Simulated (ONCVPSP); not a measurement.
## An all-electron radial function and its pseudo partner (Al)

Columns: radius, all-electron u(r) and pseudo u(r) of the 3s shell (level -7.84 eV) of aluminium in the configuration [Ne] 3s2 3p1; LDA (Perdew-Zunger), scalar-relativistic, ONCV scheme, ONCVPSP 4.0.1.

```
r (bohr)  all-electron  pseudo
   0.110        0.1057  0.0200
   0.220       -0.1201  0.0415
   0.330       -0.2684  0.0661
   0.440       -0.3008  0.0952
   0.550       -0.2503  0.1297
   0.660       -0.1534  0.1701
   0.770       -0.0359  0.2161
   0.880        0.0855  0.2668
   0.990        0.2011  0.3206
   1.100        0.3055  0.3757
   1.210        0.3962  0.4303
   1.320        0.4726  0.4827
   1.430        0.5348  0.5314
   1.540        0.5839  0.5750
   1.650        0.6210  0.6121
   1.760        0.6474  0.6413
   1.870        0.6642  0.6615
   1.980        0.6728  0.6722
   2.090        0.6744  0.6744
   2.200        0.6701  0.6700
   2.310        0.6608  0.6608
   2.420        0.6475  0.6475
   2.530        0.6309  0.6309
   2.640        0.6119  0.6119
   2.750        0.5908  0.5908
   2.860        0.5684  0.5684
```

How many radial nodes do the two functions have?

The all-electron 3s function has n − l − 1 = 2; the pseudo-wave has 0, since the states of the same l below it are removed with the core.

At about which radius was the pseudo-wave matched?

2.10 bohr, where the columns begin to agree (steps of 0.11 bohr).

Where does each function peak?

Outermost all-electron maximum near 2.09 bohr, pseudo maximum near 2.09 bohr (to the table’s step).

Is the pseudo-wave norm-conserving?

Yes: the ONCV scheme keeps the norm inside the radius equal to the all-electron one, which fixes the energy derivative of the logarithmic derivative at the level.
